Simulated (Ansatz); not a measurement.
Computed with Ansatz.

A structure relaxed at PBE0-D4/def2-TZVP, charge 0, multiplicity 1:

```xyz
9

C    -1.0381   -1.1167   -0.3574
Sn    0.8017   -0.1628    0.2023
Zn    0.5786    2.3687    0.3252
F     0.4074    4.1258    0.4055
H    -0.8863   -2.1954   -0.3961
H    -1.3584   -0.7655   -1.3378
H    -1.8137   -0.8913    0.3739
H     1.2999   -0.7776    1.7209
H     2.0090   -0.5851   -0.9365
```

Task: Give its formula and SMILES.

Result: CH5FSnZn, `[CH3][SnH2][Zn][F]`.

Task: Point group (tolerance 0.08 Å, 0.16 Å for H)?

Result: Cs.

Task: Summarise the bond lengths by kind.

Result: 1 × C–Sn 2.147 Å; 3 × C–H 1.090 Å; 1 × Sn–Zn 2.544 Å; 2 × H–Sn 1.712 to 1.713 Å; 1 × F–Zn 1.767 Å.
